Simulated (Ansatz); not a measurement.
Calculated with Ansatz (gas phase, PBE0-D4/def2-TZVP geometries, no zero-point term in ΔE). CBS: MP2 limit from def2 TZ/QZ plus the TZ coupled-cluster correction, frozen cores. This one scheme is used for every species. DFT in def2-TZVPP. B3LYP here is the variant with VWN-RPA as its local correlation; programs differ in this. For Se outer-core shells are correlated without core-valence functions, which leaves a few kJ/mol of doubt a bond. Scalar relativity is left out up to krypton. Each species was taken in one conformer, which may not be the lowest.

Consider the formal exchange of groups at the Se–Si bond: `C[Se][SiH2]Cl` + CH₃NH₂ → `C[Se]CN` + `[SiH3]Cl`.

| level | ΔE (kJ/mol) |
| --- | --- |
| r2SCAN-D4 | 91.5 |
| PBE0-D4 | 94.4 |
| B3LYP-D4 | 89.8 |
| r2SCAN | 91.2 |
| B3LYP | 87.5 |
| HF/def2-TZVPP | 93.9 |
| SCS-MP2/def2-QZVPP | 91.3 |
| CCSD/CBS(def2) | 95.2 |

(1) What does CCSD(T)/CBS give? (An estimate is asked.)

Largest T1 diagnostic among the species: 0.009.

Answers

(1) The calculation gave: +93.9 kJ/mol. The listed levels differ from it by -2.4, 0.5, -4.1, -2.7, -6.4, 0.0, -2.6, 1.3 kJ/mol.

In def2-TZVPP, CCSD(T) changes the Hartree–Fock value by −6.4 kJ/mol (the triples alone add −1.3 kJ/mol) and MP2 by −3.3 kJ/mol. From PBE to PBE0 (25 % exact exchange), in def2-TZVPP and without D4, ΔE moves by +5.0 kJ/mol.
